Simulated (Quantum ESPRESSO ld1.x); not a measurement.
The numbers below are computed, except where a source is named.
Hg14+, configuration [Kr] 4d10 4f14 5s2 5p4. Level of theory: Dirac Kohn-Sham, PBE, spin-unpolarised, spherical densities, point nucleus; open shells are shared between the two j in proportion to 2j + 1 (ld1.x of Quantum ESPRESSO 7.5).

Radial electron density D(r) = 4 pi r^2 rho(r):

r (bohr),D(r) (e/bohr)
0.0021,31.78
0.002405,37.72
0.002756,44.46
0.003132,51.52
0.003588,59.71
0.004111,68.48
0.00471,77.60
0.005353,86.22
0.006133,95.03
0.007027,103.0
0.00805,109.5
0.009223,114.1
0.01048,116.3
0.01201,116.2
0.01376,113.9
0.01576,110.1
0.01792,106.2
0.02053,103.3
0.02352,103.4
0.02694,107.5
0.03087,116.0
0.03508,126.8
0.04019,138.6
0.04605,147.0
0.05276,148.9
0.05996,143.8
0.0687,133.0
0.07871,122.1
0.09017,116.8
0.1033,120.6
0.1174,130.0
0.1345,138.6
0.1541,137.3
0.1766,122.7
0.2007,102.1
0.2299,83.61
0.2634,77.34
0.3018,82.63
0.3458,90.03
0.393,89.78
0.4502,78.60
0.5158,60.52
0.5909,42.69
0.6716,30.12
0.7695,21.35
0.8816,15.23
1.01,10.10
1.157,5.757
1.315,2.815
1.507,1.042
1.726,0.2923
1.978,0.05958
2.248,0.009579
2.575,0.0009249

D(r) has 4 maxima, at r = 0.0112, 0.0511, 0.142, 0.369 bohr, and minima at 0.0221, 0.0916, 0.261 bohr, inside which lie 2.04, 11.09, 30.09 electrons.
